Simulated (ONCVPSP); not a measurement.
# LDA (Perdew-Zunger) ONCV dataset for C, scalar-relativistic all-electron reference.

The input file (ONCVPSP 4.0.1):

```
# ATOM AND REFERENCE CONFIGURATION
# atsym  z   nc   nv     iexc    psfile
  C 6.00    1    2        3      upf
#
#   n    l    f
    1    0    2.00
    2    0    1.75
    2    1    2.25
#
# PSEUDOPOTENTIAL AND OPTIMIZATION
# lmax
    1
#
#   l,   rc,      ep,       ncon, nbas, qcut
    0    1.05    0.00    4    8    7.10
    1    1.95    0.00    3    8    6.00
#
# LOCAL POTENTIAL
# lloc, lpopt,  rc(5),   dvloc0
    4    2    0.85   -1.00
#
# VANDERBILT-KLEINMAN-BYLANDER PROJECTORs
# l, nproj, debl
    0    2    2.60
    1    2    1.00
#
# MODEL CORE CHARGE
# icmod, fcfact, rcfact
    0    0.00    0.00
#
# LOG DERIVATIVE ANALYSIS
# epsh1, epsh2, depsh
   -2.00    5.00    0.02
#
# OUTPUT GRID
# rlmax, drl
    6.00    0.01
#
# TEST CONFIGURATIONS
# ncnf
    4
# nvcnf
#   n    l    f
    2
    2    0    2.00
    2    1    2.00
#
    2
    2    0    2.00
    2    1    1.00
#
    2
    2    0    2.00
    2    1    0.00
#
    2
    2    0    0.00
    2    1    4.00
#
```

Command:

```bash
oncvpsp.x < C.dat > C.out
```

The program printed (shortened: citation, most of the input echo, consistency checks and plot data are left out):

```
ONCVPSP  (Optimized Norm-Conservinng Vanderbilt PSeudopotential)
scalar-relativistic version 4.0.1

#   n    l    f        energy (Ha)
    1    0    2.00    -9.9602828E+00
    2    0    1.75    -5.0563675E-01
    2    1    2.25    -2.0308535E-01

Reference configufation results
  iterations    23
  all-electron total energy (Ha)   -3.73648861D+01

Begin loop to  construct optimized pseudo wave functions
and semi-local pseudopoentials for all angular momenta

   Wellstate for l =  0  n =  4
     eigenvalue =   2.0944
     asymptotic potential =   2.5944
     half-point radius =  3.3993

Calculating optimized projector #   1

 for l=   0

    Fraction of norm inside rc  0.234170
    Optimizing pswf for qcut=   7.09 a_B^-1,  ecut=  25.12 Ha
    Residual kinetic energy error=  1.48D-04 Ha

    Energy error per electron        Cutoff
         Ha          eV             Ha
         0.01000     0.27211       12.82
         0.00100     0.02721       19.92
         0.00010     0.00272       26.88
         0.00001     0.00027      110.26

Calculating optimized projector #   2

 for l=   0

    Fraction of norm inside rc  0.074877
    Optimizing pswf for qcut=   7.09 a_B^-1,  ecut=  25.12 Ha
    Residual kinetic energy error=  3.33D-04 Ha

    Energy error per electron        Cutoff
         Ha          eV             Ha
         0.01000     0.27211       12.84
         0.00100     0.02721       20.33
         0.00010     0.00272      113.17
         0.00001     0.00027      210.16

   Wellstate for l =  1  n =  3
     eigenvalue =   0.7969
     asymptotic potential =   1.2969
     half-point radius =  3.2504

Calculating optimized projector #   1

 for l=   1

    Fraction of norm inside rc  0.650123
    Optimizing pswf for qcut=   6.01 a_B^-1,  ecut=  18.04 Ha
    Residual kinetic energy error=  6.92D-06 Ha

    Energy error per electron        Cutoff
         Ha          eV             Ha
         0.01000     0.27211        9.62
         0.00100     0.02721       12.83
         0.00010     0.00272       15.48
         0.00001     0.00027       17.67

Calculating optimized projector #   2

 for l=   1

    Fraction of norm inside rc  0.246079
    Optimizing pswf for qcut=   6.01 a_B^-1,  ecut=  18.04 Ha
    Residual kinetic energy error=  4.66D-05 Ha

    Energy error per electron        Cutoff
         Ha          eV             Ha
         0.01000     0.27211       11.36
         0.00100     0.02721       14.64
         0.00010     0.00272       17.21
         0.00001     0.00027       32.69

Construct Vanderbilt / Kleinmman-Bylander projectors

B matrix Hermiticity error, ll=   0
   1   2   -9.5510E-05

  Orthonormal projector coefficients  8.2515E+00  1.7516E+00

B matrix Hermiticity error, ll=   1
   1   2    3.5361E-05

  Orthonormal projector coefficients -1.1005E+00 -8.7344E-01

Pseudoatom total energy   -5.236551

Diagnostic tests using Vanderbilt-Kleinman-Bylander pseudopotentials
  1 or more projectors used as specified by nproj input data

   l    rcore       rmatch      e in        delta e   norm test  slope test

   0   1.0519859   1.0839265  -0.5056368  -0.0000041   1.0000270   1.0000046
   0   1.0519859   1.0839265   2.0943632   0.0000173   1.0001723   1.0001723

   1   1.9597466   2.0192487  -0.2030853  -0.0000155   1.0000022   0.9999362
   1   1.9597466   2.0192487   0.7969146  -0.0000119   1.0001001   1.0001001

 Testing for bound ghosts
   n   l    E NL Schr. Eq   E Basis Diag.   E Cutoff

   1   0       -0.505641       -0.444240    235.09

   2   1       -0.203101       -0.200296     78.62

 Testing for highly-localized positive-energy ghosts
       l    <radius>/rc     E Basis Diag.   E Cutoff

Test configuration 0

   n   l     f        eae           eps        diff
   1   0  2.0000   -9.96028283
   2   0  1.7500   -0.50563675   -0.50564080   -4.05D-06
   2   1  2.2500   -0.20308535   -0.20310085   -1.55D-05

    Total energies and differences
      AE_ref= -3.73648861D+01  AE_tst= -3.73648861D+01  dif=  0.00D+00
      PS_ref= -5.23655113D+00  PS_tst= -5.23655113D+00  dif=  5.33D-15
      PSP excitation error= -5.33D-15

Test configuration 1

   n   l     f        eae           eps        diff
   1   0  2.0000   -9.95227010
   2   0  2.0000   -0.50140375   -0.50115552    2.48D-04
   2   1  2.0000   -0.19918463   -0.19891111    2.74D-04

    Total energies and differences
      AE_ref= -3.73648861D+01  AE_tst= -3.74404821D+01  dif= -7.56D-02
      PS_ref= -5.23655113D+00  PS_tst= -5.31214952D+00  dif= -7.56D-02
      PSP excitation error=  2.40D-06

Test configuration 2

   n   l     f        eae           eps        diff
   1   0  2.0000  -10.50414433
   2   0  2.0000   -0.94103767   -0.93855588    2.48D-03
   2   1  1.0000   -0.62922917   -0.62387350    5.36D-03

    Total energies and differences
      AE_ref= -3.73648861D+01  AE_tst= -3.70366884D+01  dif=  3.28D-01
      PS_ref= -5.23655113D+00  PS_tst= -4.91043705D+00  dif=  3.26D-01
      PSP excitation error=  2.08D-03

Test configuration 3

   n   l     f        eae           eps        diff
   1   0  2.0000  -11.24403485
   2   0  2.0000   -1.47630102   -1.46310613    1.32D-02

    Total energies and differences
      AE_ref= -3.73648861D+01  AE_tst= -3.61451728D+01  dif=  1.22D+00
      PS_ref= -5.23655113D+00  PS_tst= -4.03206186D+00  dif=  1.20D+00
      PSP excitation error=  1.52D-02

Test configuration 4

   n   l     f        eae           eps        diff
   1   0  2.0000  -10.01105637
   2   1  4.0000   -0.22733873   -0.22884180   -1.50D-03

    Total energies and differences
      AE_ref= -3.73648861D+01  AE_tst= -3.68334845D+01  dif=  5.31D-01
      PS_ref= -5.23655113D+00  PS_tst= -4.70554920D+00  dif=  5.31D-01
      PSP excitation error=  4.00D-04
```

The run took about 1.4 s on one core of a shared server CPU.
